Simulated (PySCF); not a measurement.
Highest harmonic wavenumber (cm⁻¹) of eight silicon and germanium compounds: PBE-D3(BJ) beside B3LYP-D3(BJ), computed with PySCF for isolated molecules in the bases named; differences from unrounded values. The eight are the first of their class met in an unordered collection, after screening for sound electronic states; none was chosen by its value. Each level has its own optimised geometry.

```tsv
molecule	basis	B3LYP-D3(BJ)	PBE-D3(BJ)	difference
C₃H₆FNSi, SMILES FC1=CCN1[SiH3]	def2-SVP	3305	3244	-61
SiHBr₃, SMILES Br[SiH](Br)Br	def2-SVP	2287	2216	-71
Cl2FH3Si2, SMILES F[SiH2][SiH](Cl)Cl	def2-SVP	2253	2188	-65
C2H9FOSi2, SMILES C[C@H]([SiH3])[Si@H](O)F	def2-SVP	3874	3765	-108
GeF₃Br, SMILES [F][Ge]([F])([F])[Br]	def2-SVP	772	746	-26
Si(Cl)(H)2(NHMe) (CH6ClNSi), SMILES CN[SiH2]Cl	def2-SVP	3581	3504	-77
F₂H₄OSi₂, SMILES O[Si](F)(F)[SiH3]	def2-SVP	3856	3747	-109
C₂H₈FNOSi, SMILES CC[Si@](N)(O)F	def2-SVP	3883	3775	-107
```

PBE-D3(BJ) lies below B3LYP-D3(BJ) in 8 and above it in 0 of the eight; the mean signed difference is -78 and the largest -109 cm⁻¹.
